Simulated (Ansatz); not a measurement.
Ideal-gas functions of ClHMoO3, SMILES `[O]=[Mo](=[O])([OH])[Cl]` at 500 K and 1 bar, from an Ansatz frequency run at PBE0-D4/def2-TZVP.

Molar mass 180.4 g/mol, point group C1 (symmetry number 1), electronic degeneracy 1, moments of inertia 132.586, 243.051, 257.958 u Å². Harmonic wavenumbers (cm⁻¹, unscaled): 162, 190, 246, 268, 302, 365, 453, 627, 759, 1049, 1077, 3881.

Use S(trans) = R[1.5 ln M + 2.5 ln T − 1.1517]; rotational temperatures θ = 24.2544 K / I; S(rot) = R[ln(√π/σ · √(T³/θAθBθC)) + 1.5]; for each mode x = 1.438777 ν̃/T, S = R[x/(eˣ − 1) − ln(1 − e⁻ˣ)] and H = RT x/(eˣ − 1); 1 cm⁻¹ = 0.0119627 kJ/mol; R = 8.31446 J/(mol·K).

Task: By hand: the entropy, in J/(mol·K).

Result: Translation 184.4. Rotation: θ = 0.1829, 0.0998, 0.094 K, giving 121.2. Vibration, mode by mode: 14.74, 13.44, 11.36, 10.68, 9.74, 8.28, 6.68, 4.45, 3.30, 1.71, 1.60, 0.00, in all 86.0. Electronic 0.0. Sum 391.6 J/(mol·K).

Task: By hand: H − E and G − E in kJ/mol, counted from the electronic energy.

Result: Zero-point energy ½ × 9379 × 0.0119627 = 56.1; thermal vibration 22.9; translation, rotation and pV give 4 RT = 16.6. H − E = 95.6 kJ/mol, and G − E = 95.6 − 500 × 391.6/1000 = -100.2 kJ/mol.

Vibration gives 22 % of the entropy. The sum counts one conformer and one mirror image; others add a mixing term.
